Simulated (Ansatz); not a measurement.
A short molecular-dynamics run on the cluster Ca3 (the lowest singlet isomer of a short search).

```yaml
crystal:
  periodic: [false, false, false]
  atoms:
    - {symbol: Ca, position_ang: [-0.813881, -2.046845, -0.532037]}
    - {symbol: Ca, position_ang: [0.469107, 0.509234, 2.160585]}
    - {symbol: Ca, position_ang: [0.344775, 1.537621, -1.628547]}
basis:
  gaussian: {orbitals: def2-SVP}
hamiltonian: {xc: {name: PBE}}
md: {timestep: 2 fs, n_steps: 15, ensemble: nve, temperature: 1000, initial_velocities: maxwell_boltzmann, seed: 27}
scf: {omitted_lower_state_checks: [starts]}
```

```sh
$ ansatz run in.yaml --threads 4 --pin off --events-out ev --progress --plain --max-ram 3916MiB
```

```
step  time (fs)  potential energy (eV)  kinetic (eV)  T (K)  conserved (eV)
   0        0.0            -55287.1626        0.1293   1000     -55287.0334
   1        2.0            -55287.1634        0.1301   1006     -55287.0334
   2        4.0            -55287.1639        0.1305   1010     -55287.0334
   3        6.0            -55287.1639        0.1306   1010     -55287.0334
   4        8.0            -55287.1636        0.1302   1008     -55287.0334
   5       10.0            -55287.1629        0.1295   1002     -55287.0334
   6       12.0            -55287.1617        0.1283    993     -55287.0334
   7       14.0            -55287.1601        0.1268    981     -55287.0334
   8       16.0            -55287.1581        0.1247    965     -55287.0334
   9       18.0            -55287.1556        0.1223    946     -55287.0334
  10       20.0            -55287.1527        0.1194    923     -55287.0334
  11       22.0            -55287.1494        0.1160    898     -55287.0334
  12       24.0            -55287.1456        0.1123    869     -55287.0334
  13       26.0            -55287.1415        0.1081    836     -55287.0334
  14       28.0            -55287.1369        0.1035    801     -55287.0334
  15       30.0            -55287.1320        0.0986    763     -55287.0334
```

Velocities are drawn at the set temperature; a run this short doesn't reach equilibrium.

Frames (Å, forces in eV/Å):

```xyz
3
time=0.0 fs
Ca   -0.814   -2.047   -0.532    0.034    0.085    0.024
Ca    0.469    0.509    2.161   -0.020   -0.022   -0.094
Ca    0.345    1.538   -1.629   -0.014   -0.063    0.070
3
time=2.0 fs
Ca   -0.813   -2.042   -0.539    0.032    0.076    0.034
Ca    0.471    0.514    2.163   -0.023   -0.029   -0.096
Ca    0.342    1.528   -1.623   -0.009   -0.048    0.061
3
time=4.0 fs
Ca   -0.812   -2.037   -0.547    0.030    0.066    0.045
Ca    0.473    0.519    2.164   -0.026   -0.035   -0.097
Ca    0.339    1.518   -1.618   -0.005   -0.031    0.052
3
time=6.0 fs
Ca   -0.811   -2.032   -0.554    0.027    0.056    0.055
Ca    0.475    0.524    2.166   -0.028   -0.042   -0.097
Ca    0.336    1.508   -1.612    0.000   -0.014    0.043
3
time=8.0 fs
Ca   -0.810   -2.026   -0.561    0.025    0.044    0.065
Ca    0.477    0.529    2.168   -0.030   -0.048   -0.098
Ca    0.333    1.497   -1.607    0.006    0.004    0.033
3
time=10.0 fs
Ca   -0.809   -2.021   -0.568    0.021    0.032    0.075
Ca    0.479    0.534    2.169   -0.033   -0.054   -0.098
Ca    0.330    1.487   -1.601    0.011    0.022    0.023
3
time=12.0 fs
Ca   -0.808   -2.016   -0.575    0.018    0.018    0.086
Ca    0.481    0.538    2.171   -0.035   -0.060   -0.099
Ca    0.327    1.477   -1.596    0.017    0.042    0.013
3
time=14.0 fs
Ca   -0.807   -2.010   -0.582    0.014    0.004    0.096
Ca    0.483    0.543    2.172   -0.037   -0.066   -0.099
Ca    0.324    1.467   -1.590    0.023    0.062    0.002
3
time=16.0 fs
Ca   -0.806   -2.005   -0.589    0.010   -0.011    0.106
Ca    0.485    0.548    2.174   -0.039   -0.071   -0.098
Ca    0.321    1.457   -1.584    0.029    0.082   -0.008
3
time=18.0 fs
Ca   -0.805   -2.000   -0.596    0.006   -0.027    0.117
Ca    0.487    0.552    2.175   -0.041   -0.077   -0.098
Ca    0.319    1.447   -1.579    0.035    0.104   -0.019
3
time=20.0 fs
Ca   -0.804   -1.994   -0.603    0.001   -0.044    0.127
Ca    0.488    0.557    2.176   -0.043   -0.082   -0.097
Ca    0.316    1.438   -1.573    0.042    0.126   -0.030
3
time=22.0 fs
Ca   -0.803   -1.989   -0.609   -0.004   -0.061    0.137
Ca    0.490    0.561    2.177   -0.044   -0.087   -0.096
Ca    0.313    1.428   -1.568    0.049    0.148   -0.041
3
time=24.0 fs
Ca   -0.802   -1.984   -0.616   -0.009   -0.079    0.147
Ca    0.492    0.566    2.178   -0.046   -0.092   -0.095
Ca    0.310    1.419   -1.562    0.055    0.172   -0.053
3
time=26.0 fs
Ca   -0.801   -1.979   -0.622   -0.015   -0.098    0.157
Ca    0.493    0.570    2.179   -0.048   -0.097   -0.094
Ca    0.308    1.409   -1.557    0.063    0.195   -0.064
3
time=28.0 fs
Ca   -0.800   -1.974   -0.628   -0.021   -0.117    0.167
Ca    0.495    0.574    2.179   -0.049   -0.102   -0.092
Ca    0.305    1.400   -1.551    0.070    0.219   -0.075
3
time=30.0 fs
Ca   -0.799   -1.969   -0.634   -0.026   -0.137    0.177
Ca    0.497    0.578    2.180   -0.051   -0.107   -0.090
Ca    0.302    1.391   -1.546    0.077    0.243   -0.087
```

Run time 13 s (4 threads of Arm Neoverse V2 on a shared host).
